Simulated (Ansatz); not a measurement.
Input and output for `C=[N][AlH][SH]`.

```yaml
crystal:
  periodic: [false, false, false]
  atoms:
    - {symbol: C, position_ang: [-0.473689, 1.945014, 0.094108]}
    - {symbol: N, position_ang: [-0.140028, 0.766120, -0.111343]}
    - {symbol: Al, position_ang: [0.336001, -0.884161, -0.404934]}
    - {symbol: S, position_ang: [0.152320, -2.275771, 1.268546]}
    - {symbol: H, position_ang: [0.235257, 2.707024, 0.454446]}
    - {symbol: H, position_ang: [-1.500928, 2.306768, -0.070463]}
    - {symbol: H, position_ang: [0.868306, -1.320034, -1.820113]}
    - {symbol: H, position_ang: [0.614959, -3.301959, 0.533854]}
basis:
  gaussian: {orbitals: def2-mTZVPP}
total_charge: 1
magnetization: {spin_polarized: true, initial_magnetization: 1}
hamiltonian: {xc: {name: wB97M-V}}
accuracy: high
```

```sh
$ ansatz run in.yaml --threads 2 --pin off --events-out ev --progress --plain --max-ram 4352MiB
```

It prints (some lines left out):

```
Functional definition: wB97M-V
2271 factors; integrals over basis functions are off by at most 2.1e-8 eV
434 factors; integrals over basis functions are off by at most 2.1e-9 eV
mean field evaluation 1: about -20003.5277 eV, gradient 5.2e1 eV
mean field evaluation 2: about -19985.2278 eV, gradient 7.4e1 eV
mean field evaluation 4: about -20015.0235 eV, gradient 4.6e0 eV
mean field evaluation 8: about -20015.4448 eV, gradient 1.3e0 eV
mean field evaluation 16: about -20015.6387 eV, gradient 1.3e-2 eV
mean field evaluation 32: about -20015.6387 eV, gradient 1.7e-6 eV
mean field -20015.63871739 eV, -735.5611557769 hartree, gradient 9.1e-8 eV, S^2 0.764883; 2 other end points of the search recorded, 0 dependent functions left out
reference -20015.63872228 eV, -735.5611559567 hartree; 23, 22 occupied and 89, 90 virtual orbitals, 2271 factors
Total energy: -20015.63872228 eV, -735.5611559567 hartree
```

Hardware: 2 threads of an AMD EPYC 7B13 on a shared host. Wall time 55 s, peak host memory 1.3 GiB.
